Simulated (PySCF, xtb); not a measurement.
Si(H)(OMe) (CH4OSi), SMILES CO[SiH] (connectivity only; charge and spin as stated), neutral, multiplicity 1.

GFN2-xTB (xtb 6.7.1) at its own geometry gives an orbital gap of 2.75 eV and a dipole moment of 1.70 D.

The structure is a stationary point at r2SCAN-D4/def2-TZVP.

**Question.** What does PySCF with PBE0/def2-TZVPD give? (An estimate is asked for; the answer gives what the named calculation found.)

**Answer.** gap 4.55 eV (levels -6.55 and -2.00 eV), dipole 1.70 D.
